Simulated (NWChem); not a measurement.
System: SnH₄; SMILES [SnH4]

```xyz
5

Sn     0.0000     0.0000     0.0000
H      1.1107     0.0000     1.3022
H      0.8038    -0.4721    -1.4354
H     -0.6461     1.5724    -0.1988
H     -1.2684    -1.1003     0.3320
```
Atoms are numbered in this order, from 1.

Structure relaxed at the PBE0/def2-SVP level. Not confirmed as a minimum by frequencies. def2 effective core potentials on Sn; no spin-orbit coupling.

Q: List the 4 lowest vertical singlet excitations from PBE0/def2-SVPD with def2 effective core potentials on Sn, TDA (NWChem).

A: 
| state | energy (eV) | oscillator strength | leading excitation (squared amplitude) |
|---|---|---|---|
| S1 | 8.00 | 0.125 | HOMO → LUMO (0.93) |
| S2 | 8.00 | 0.125 | HOMO−1 → LUMO (0.93) |
| S3 | 8.00 | 0.125 | HOMO−2 → LUMO (0.93) |
| S4 | 8.27 | 0.000 | HOMO → LUMO+2 (0.49) |
